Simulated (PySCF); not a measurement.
**How the method changes the constants of SbS⁺**

State: ¹Σ⁺ (singlet), closed shell. Set-up: PySCF, spin-free X2C with a Gaussian nucleus, basis sets Sb x2c-SVPall, S x2c-SVPall. De refers to Sb⁺ + S in their high-spin ground configurations, without counterpoise correction. A positive dipole points towards S; it is taken about the centre of mass and depends on that origin.

```csv
Level,Re (Å),ωe (cm⁻¹),De (eV),μ (D),"CPU s a point (SCF and correlation, without the integrals)"
RHF,2.118,628,1.82,-1.86,0.069
RHF-MP2,2.203,490,4.58,n/a,0.11
RHF-SCS-MP2,2.197,501,4.37,n/a,n/a
RHF-CCSD,2.173,546,4.00,n/a,n/a
RHF-CCSD(T),2.199,503,4.39,n/a,0.62
PBE,2.186,526,5.34,-1.01,1.4
PBEsol,2.174,536,5.68,-0.94,1.4
r²SCAN,2.167,548,4.94,-1.16,1.5
r²SCANh,2.158,561,4.75,-1.22,1.3
PBE0,2.153,567,4.74,-1.27,1.5
HSE06,2.156,563,4.81,-1.24,1.8
MN15,2.130,584,4.82,-1.12,1.2
```

Which functional lies closest to RHF-CCSD(T) in De, which farthest, and by how much do they differ from it?

Closest is PBE0 (-4.6 pm in Re, +12.7 % in ωe, +0.35 eV in De against RHF-CCSD(T) in the same basis), farthest PBEsol (-2.5 pm in Re, +6.6 % in ωe, +1.29 eV in De). CCSD(T) converges more slowly with the basis than the functionals do and binds too weakly in this one, so the order can change at the basis-set limit.

What does a quarter of exact exchange do here, going from PBE to PBE0?

PBE0 less PBE: -3.3 pm in Re, +7.8 % in ωe, -0.60 eV in De. Exact exchange removes part of the self-interaction that spreads semilocal densities, and in most molecules shortens and stiffens the bond and lowers De; so it does here.

What does the triples do here, going from RHF-CCSD to RHF-CCSD(T)?

RHF-CCSD(T) less RHF-CCSD: +2.6 pm in Re, -7.9 % in ωe, +0.39 eV in De. Correlation nearly always deepens the well. The bond lengthens, as in strong covalent bonds, where excitations into antibonding orbitals dominate.

Correlated steps freeze 23 core orbitals. Correlated levels converge slowly with the basis: in double zeta they bind strong bonds too weakly, by up to about 1 eV, and carry superposition errors of some tenths. These are scalar-relativistic numbers at best; spin–orbit coupling would shift them, the dissociation energy most. For an ion De counts to the pair picked by the measured ionisation energies or electron affinities, which need not be the lowest pair at this level. Where the molecule has an RHF reference, its open-shell atoms are computed with UHF. The CCSD T1 diagnostic is raised, a sign that a single reference may not be enough here.

The whole job (state search and all levels along the bond) took about 3.2 min on 1 thread of Arm Neoverse V2 (shared host), peak memory 0.68 GiB.
